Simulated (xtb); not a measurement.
aniline (C6H7N), singlet, geometry from GFN2-xTB; GFN1-xTB (xtb).

xtb was given this input:
```
$ xtb mol.xyz --gfn 1 --json

# file mol.xyz
14

N      2.26898850    -0.34589154     0.26581677
C      0.91756321    -0.12718200     0.07978234
C      0.32384857     1.05784892     0.51488921
C     -1.03918263     1.24264988     0.39414758
C     -1.83576132     0.25579586    -0.16255361
C     -1.25309513    -0.92291663    -0.59783701
C      0.10910245    -1.11615687    -0.48096117
H      2.68780582    -1.05943881    -0.30846466
H      2.83930297     0.47425910     0.39407885
H      0.94292242     1.83040004     0.94949780
H     -1.48309267     2.16698132     0.73495964
H     -2.90066566     0.40457570    -0.25771264
H     -1.86492136    -1.69850304    -1.03570909
H      0.56087799    -2.03726852    -0.82217146
```

Q: Write the output that xtb gives for this input, abridged.

A: 
```
   ID    Z sym.   atoms
    1    7 N      1
    2    6 C      2-7
    3    1 H      8-14

           -------------------------------------------------
          |                Calculation Setup                |
           -------------------------------------------------

           -------------------------------------------------
          |                 G F N 1 - x T B                 |
           -------------------------------------------------

          ...................................................
          :                      SETUP                      :
          :.................................................:
          :  # basis functions                  42          :
          :  # atomic orbitals                  42          :
          :  # shells                           28          :
          :  # electrons                        36          :
          :  # halogen bonds                     0          :
          :  max. iterations                   250          :
          :  Hamiltonian                  GFN1-xTB          :
          :  restarted?                      false          :
          :  GBSA solvation                  false          :
          :  PC potential                    false          :
          :  electronic temp.          300.0000000     K    :
          :  accuracy                    1.0000000          :
          :  -> integral cutoff          0.2500000E+02      :
          :  -> integral neglect         0.1000000E-07      :
          :  -> SCF convergence          0.1000000E-05 Eh   :
          :  -> wf. convergence          0.2000000E-04 e    :
          :  Broyden damping             0.4000000          :
          :  net charge                          0          :
          :  unpaired electrons                  0          :
          ...................................................

 iter      E             dE          RMSdq      gap      omega  full diag
   1    -19.9617250 -0.199617E+02  0.937E+00    3.52       0.0  T
   2    -19.9848338 -0.231089E-01  0.561E+00    3.88       1.0  T
   3    -19.9833617  0.147209E-02  0.602E-01    3.84       1.0  T
   4    -19.9865635 -0.320176E-02  0.137E-01    3.94       1.0  T
   5    -19.9867875 -0.224005E-03  0.306E-02    3.90       1.0  T
   6    -19.9867998 -0.122562E-04  0.215E-03    3.90      12.5  T
   7    -19.9867998 -0.127338E-07  0.948E-04    3.90      28.2  T
   8    -19.9867998 -0.247498E-08  0.310E-05    3.90     862.0  T
   9    -19.9867998 -0.312994E-11  0.144E-05    3.90    1856.8  T

   *** convergence criteria satisfied after 9 iterations ***

         :::::::::::::::::::::::::::::::::::::::::::::::::::::
         ::                     SUMMARY                     ::
         :::::::::::::::::::::::::::::::::::::::::::::::::::::
         :: total energy             -19.652654379557 Eh    ::
         :: gradient norm              0.010120420080 Eh/a0 ::
         :: HOMO-LUMO gap              3.902517315366 eV    ::
         ::.................................................::
         :: SCC energy               -19.986799773260 Eh    ::
         :: -> electrostatic           0.015160816646 Eh    ::
         :: repulsion energy           0.339996702253 Eh    ::
         :: dispersion energy         -0.005851308549 Eh    ::
         :: halogen bond corr.         0.000000000000 Eh    ::
         :: add. restraining           0.000000000000 Eh    ::
         :: total charge               0.000000000000 e     ::
         :::::::::::::::::::::::::::::::::::::::::::::::::::::

           -------------------------------------------------
          |                Property Printout                |
           -------------------------------------------------

    * Orbital Energies and Occupations

         #    Occupation            Energy/Eh            Energy/eV
      -------------------------------------------------------------
         1        2.0000           -0.7731555             -21.0386
[...]
        16        2.0000           -0.4554974             -12.3947
        17        2.0000           -0.4278978             -11.6437
        18        2.0000           -0.3905221             -10.6266 (HOMO)
        19                         -0.2471072              -6.7241 (LUMO)
        20                         -0.2358380              -6.4175
        21                         -0.1250691              -3.4033
        22                         -0.1159359              -3.1548
        23                         -0.1016525              -2.7661
        24                         -0.0901029              -2.4518
        25                         -0.0838308              -2.2812
        26                         -0.0803501              -2.1864
        27                         -0.0544965              -1.4829
        28                         -0.0434921              -1.1835
        29                          0.1572834               4.2799
       ...                                ...                  ...
        42                          0.6983022              19.0018
      -------------------------------------------------------------
                  HL-Gap            0.1434149 Eh            3.9025 eV
             Fermi-level           -0.3188147 Eh           -8.6754 eV

  Mulliken/CM5 charges         n(s)   n(p)   n(d)
     1N    -0.44398 -0.89889   1.420  4.024  0.000
     2C     0.15547  0.20637   1.039  2.806  0.000
     3C    -0.08176 -0.13072   1.051  3.031  0.000
     4C    -0.02258 -0.07861   1.054  2.969  0.000
     5C    -0.05616 -0.11258   1.049  3.008  0.000
     6C    -0.02258 -0.07861   1.054  2.969  0.000
     7C    -0.08176 -0.13072   1.051  3.031  0.000
     8H     0.21349  0.40438   0.787  0.000  0.000
     9H     0.21349  0.40438   0.787  0.000  0.000
    10H     0.02602  0.08558   0.974  0.000  0.000
    11H     0.02472  0.08122   0.975  0.000  0.000
    12H     0.02491  0.08140   0.975  0.000  0.000
    13H     0.02472  0.08122   0.975  0.000  0.000
    14H     0.02602  0.08558   0.974  0.000  0.000

Wiberg/Mayer (AO) data.
largest (>0.10) Wiberg bond orders for each atom

 ---------------------------------------------------------------------------
     #   Z sym  total        # sym  WBO       # sym  WBO       # sym  WBO
 ---------------------------------------------------------------------------
     1   7 N    3.140 --     2 C    1.115     9 H    0.933     8 H    0.933
     2   6 C    3.957 --     3 C    1.358     7 C    1.358     1 N    1.115
     3   6 C    3.991 --     4 C    1.463     2 C    1.358    10 H    0.973
                             6 C    0.104
     4   6 C    3.997 --     3 C    1.463     5 C    1.429    11 H    0.974
                             7 C    0.104
     5   6 C    3.995 --     6 C    1.429     4 C    1.429    12 H    0.975
     6   6 C    3.997 --     7 C    1.463     5 C    1.429    13 H    0.974
                             3 C    0.104
     7   6 C    3.991 --     6 C    1.463     2 C    1.358    14 H    0.973
                             4 C    0.104
     8   1 H    0.960 --     1 N    0.933
     9   1 H    0.960 --     1 N    0.933
    10   1 H    1.000 --     3 C    0.973
    11   1 H    1.004 --     4 C    0.974
    12   1 H    1.003 --     5 C    0.975
    13   1 H    1.004 --     6 C    0.974
    14   1 H    1.000 --     7 C    0.973
 ---------------------------------------------------------------------------

Topologies differ in total number of bonds
Writing topology from bond orders to xtbtopo.mol

 dipole moment from electron density (au)
     X       Y       Z
   0.7842   0.0808  -0.3455  total (Debye):    2.188

           -------------------------------------------------
          | TOTAL ENERGY              -19.652654379557 Eh   |
          | GRADIENT NORM               0.010120420080 Eh/α |
          | HOMO-LUMO GAP               3.902517315366 eV   |
           -------------------------------------------------

normal termination of xtb
```
